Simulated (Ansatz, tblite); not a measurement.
Cost and result up the ladder for cyclo-(SbH)3 (Sb3H3) (6 atoms). Charge 0, multiplicity 1. Geometry: PBE-D4/def2-SVP.

```xyz
6

Sb   -0.174   -1.130   -1.493
Sb   -0.303   -1.226    1.393
Sb    1.871    0.161    0.089
H    -1.126    0.320   -1.537
H    -1.259    0.220    1.449
H     0.991    1.655    0.100
```

Ansatz on 4 threads of AMD EPYC on a shared host; xTB runs through tblite on one thread. Times are rough, summed over both states, and most runs start from the orbitals of an earlier one. PBE0-D4/def2-TZVP serves as the yardstick here, not as an exact answer. The other state is a triplet.

In the def2 sets Sb takes a core potential; there is no spin–orbit coupling. The xTB rows come from tblite.

xTB has no spin-polarisation term.

```tsv
level	functions	wall time	vertical triplet (eV)	difference from PBE0-D4/def2-TZVP (eV)
GFN2-xTB	30	0.02 s	2.16	-0.85
GFN1-xTB	33	0.03 s	2.68	-0.33
PBE-D4/def2-TZVP (with forces)	168	23 s	3.04	0.03
PBE0-D4/def2-TZVP	168	42 s	3.01	0.00
r2SCAN-D4/def2-TZVP	168	44 s	2.97	-0.03
```
